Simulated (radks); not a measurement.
Task: Spherical quantum dot in the effective-mass picture: electrons in a well V = -V0 / (1 + exp((r - R)/a)) with V0 = 34.8, R = 1.78, a = 0.16, with a point charge +2 (a donor) at the centre, all in effective atomic units (hartree* = m*/eps^2 hartree, bohr* = eps/m* bohr), one dielectric constant everywhere. Method: non-relativistic Kohn-Sham, LDA (Slater exchange, Perdew-Wang correlation), spin-polarised, spherical densities; computed with a radial shooting solver with Libxc functionals. Levels are named by radial order and angular momentum (1s, 1p, 1d, 2s, ...), and open shells are averaged over m. Results are scaled to m* = 0.114 and eps = 15.6, for which hartree* = 12.75 meV and bohr* = 7.241 nm. At N = 16 the configuration is 1s2 1p6 1d(up 5, down 2) 2s(up 1, down 0). Does electron 17 go into 1f up or 2s down or 1d down?

Result: Into 1d down. The total energies of the other choices lie higher by 1.99 meV (2s down), 28.8 meV (1f up).
